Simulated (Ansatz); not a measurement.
ClGe₂H₅, SMILES [Cl][GeH2][GeH3].

Geometry: PBE0-D3(BJ)/def2-SVP. The structure was generated by enumeration, and PubChem lists no compound with its InChIKey, so it may never have been made.

Two levels are set side by side: PBE/def2-SVPD (Ansatz, a quantum-chemistry and plane-wave program) and PBE0/def2-SVPD (Ansatz). Energy differences of separate SCF runs at the same geometry; the states with an electron removed or added have multiplicity 2 and 2. Differences are taken from unrounded values.

```json
[
 {"quantity": "vertical ionisation energy (eV)", "PBE0": "10.10", "PBE": "9.79", "PBE minus PBE0": "-0.31"},
 {"quantity": "vertical singlet–triplet gap (eV)", "PBE0": "5.51", "PBE": "5.14", "PBE minus PBE0": "-0.36"}
]
```
